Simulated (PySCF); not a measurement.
## Magnetisability: `CS[Si@@H]1OC=C1C`, C4H8OSSi

Molfile (atoms numbered from 1):
```
C4H8OSSi
     RDKit          3D

 15 15  0  0  0  0  0  0  0  0999 V2000
    2.5473   -0.1169    0.5383 C   0  0  0  0  0  0  0  0  0  0  0  0
    2.1757    0.0984   -1.2362 S   0  0  0  0  0  0  0  0  0  0  0  0
    0.1712    0.8095   -1.1284 Si  0  0  2  0  0  4  0  0  0  0  0  0
   -0.0653    1.8416    0.1967 O   0  0  0  0  0  0  0  0  0  0  0  0
   -1.0476    1.0122    0.7319 C   0  0  0  0  0  0  0  0  0  0  0  0
   -1.1495   -0.0513   -0.0650 C   0  0  0  0  0  0  0  0  0  0  0  0
   -2.0371   -1.2402   -0.0148 C   0  0  0  0  0  0  0  0  0  0  0  0
    1.9982   -0.9699    0.9243 H   0  0  0  0  0  0  0  0  0  0  0  0
    2.2759    0.7874    1.0723 H   0  0  0  0  0  0  0  0  0  0  0  0
    3.6144   -0.2942    0.6129 H   0  0  0  0  0  0  0  0  0  0  0  0
   -0.1720    1.4325   -2.3839 H   0  0  0  0  0  0  0  0  0  0  0  0
   -1.5234    1.3334    1.6412 H   0  0  0  0  0  0  0  0  0  0  0  0
   -2.6874   -1.2638   -0.8887 H   0  0  0  0  0  0  0  0  0  0  0  0
   -2.6541   -1.2119    0.8818 H   0  0  0  0  0  0  0  0  0  0  0  0
   -1.4508   -2.1586   -0.0129 H   0  0  0  0  0  0  0  0  0  0  0  0
  1  2  1  0
  2  3  1  0
  3  4  1  0
  4  5  1  0
  5  6  2  0
  6  7  1  0
  6  3  1  0
  1  8  1  0
  1  9  1  0
  1 10  1  0
  3 11  1  6
  5 12  1  0
  7 13  1  0
  7 14  1  0
  7 15  1  0
M  END
```

Method: GIAO PBE/pcSseg-1 magnetisability, rotational g tensor and spin-rotation constants, non-relativistic, gas phase (PySCF 2.14.0). Geometry: GFN2-xTB.

(1) How diamagnetic is it, and how anisotropic?

(2) Split it along the inertial axes a, b, c into diamagnetic and paramagnetic parts about the centre of mass, with the quadrupole moment.

(3) And the rotational g tensor?

Results:

(1) Isotropic -1282 × 10⁻³⁰ J/T², or -77.2 × 10⁻⁶ cm³/mol; principal values -1361, -1325, -1161 × 10⁻³⁰ J/T², anisotropy 184 × 10⁻³⁰ J/T² (root of half the summed squared differences of the principal values). The susceptibility is in cgs units.

(2) 
```
axis  χ (10⁻⁶ cm³/mol)  diamagnetic (10⁻⁶ cm³/mol)  paramagnetic (10⁻⁶ cm³/mol)  summed x² of all electrons (Å²)  quadrupole Θ (D Å)
   a             -73.4                      -537.0                        463.6                            203.5               +1.34
   b             -78.9                     -1104.4                       1025.5                             69.8               -5.62
   c             -79.4                     -1159.5                       1080.1                             56.8               +4.28
```
Anisotropies 2χaa − χbb − χcc = +11.4 and 2χbb − χaa − χcc = -4.9 × 10⁻⁶ cm³/mol. Θ is traceless in Buckingham's convention.

(3) 
```
axis  rotational constant (GHz)        g  nuclear part  electronic part
   a                     2.9184  -0.0378        0.5978          -0.6356
   b                     1.2145  -0.0103        0.5749          -0.5851
   c                     1.1410  -0.0125        0.5665          -0.5790
```
Asymmetric top; isotopes 12C, 1H, 16O, 32S, 28Si; no vibrational averaging.
